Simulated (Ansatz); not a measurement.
`CB(O)[SeH]` + `C[SiH2][SiH](O)Cl` → `CB(C)[SeH]` + `O[SiH2][SiH](O)Cl`  (redistribution)

Isolated molecules relaxed with PBE0-D4/def2-TZVP in Ansatz; ΔE leaves out vibrations. CCSD(T)/CBS adds triple-zeta CCSD(T) − MP2 to the extrapolated MP2 energy (def2 sets, frozen cores). DFT in def2-TZVPP. For Se outer-core shells are correlated without core-valence functions, which leaves a few kJ/mol of doubt a bond. Scalar relativity is left out up to krypton. Each species was taken in one conformer, which may not be the lowest.

```tsv
level	ΔE (kcal/mol)
ωB97X-V	9.3
ωB97M-V	9.5
B2PLYP	8.9
PBE	10.3
r2SCAN	9.3
PBE0	10.0
SCS-MP2/def2-TZVPP	8.5
CCSD/CBS(def2)	8.3
```

Question: What does CCSD(T)/CBS give? (An estimate is asked.)

Answer: Ansatz gave: +8.5 kcal/mol. The listed levels differ from it by 0.8, 1.0, 0.4, 1.8, 0.8, 1.5, 0.0, -0.2 kcal/mol.

Largest T1 diagnostic among the species: 0.011.
